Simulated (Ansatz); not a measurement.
Gas-phase electronic energies from Ansatz, PBE0-D4/def2-TZVP geometries. CCSD(T)/CBS adds triple-zeta CCSD(T) − MP2 to the extrapolated MP2 energy (def2 sets, frozen cores). This one scheme is used for every species. DFT in def2-TZVPP. For Se outer-core shells are correlated without core-valence functions, which leaves a few kJ/mol of doubt a bond. Scalar relativity is left out up to krypton. Each species was taken in one conformer, which may not be the lowest.

Reaction (ligand exchange at the Se–Si bond): `C[Se][SiH](O)F` + PH₃ → `C[Se]P` + `O[SiH2]F`

`C[Se][SiH](O)F`:

Z-matrix (Å, degrees):
```
C
Se 1 1.962
H 1 1.088 2 106.1
H 1 1.087 2 110.5 3 118.9
H 1 1.088 2 110.3 3 -118.5
Si 2 2.254 1 95.1 3 -179.1
F 6 1.594 2 104.9 1 -178.3
O 6 1.630 2 112.9 1 60.7
H 6 1.475 2 114.0 1 -59.0
H 8 0.960 6 117.4 2 47.6
```

PH₃:

Cartesian coordinates in Å:
```
P 0.483 0.247 0.208
H -0.427 -0.478 1.021
H 0.497 -0.752 -0.801
H -0.552 0.983 -0.428
```

`C[Se]P`:

```xyz
8

C     0.060    1.320    0.619
Se   -0.575    0.323   -0.934
P     0.192   -1.694   -0.287
H     1.145    1.272    0.681
H    -0.395    0.933    1.528
H    -0.253    2.352    0.463
H    -0.984   -2.440   -0.561
H     0.810   -2.066   -1.509
```

`O[SiH2]F`:

Z-matrix (Å, degrees):
```
Si
F 1 1.596
O 1 1.630 2 111.0
H 1 1.482 2 106.0 3 121.4
H 1 1.474 2 108.2 3 -116.3
H 3 0.958 1 119.1 2 71.8
```

```csv
level,ΔE (kJ/mol)
r2SCAN-D4,50.3
HF/def2-TZVPP,42.0
```

Problem. What does CCSD(T)/CBS give? (An estimate is asked.)

Solution. Computed: +47.7 kJ/mol. The listed levels differ from it by 2.6, -5.7 kJ/mol.

Largest T1 diagnostic among the species: 0.013.

In def2-TZVPP, CCSD(T) changes the Hartree–Fock value by +6.9 kJ/mol (the triples alone add +0.3 kJ/mol) and MP2 by +5.7 kJ/mol. The D4 term adds +4.3 kJ/mol with B3LYP and +2.5 kJ/mol with PBE0; it sums over pairs of atoms, weighted by their polarisabilities, and B3LYP, whose exchange is more repulsive, gets the larger term.

B3LYP here is the variant with VWN-RPA as its local correlation; programs differ in this.
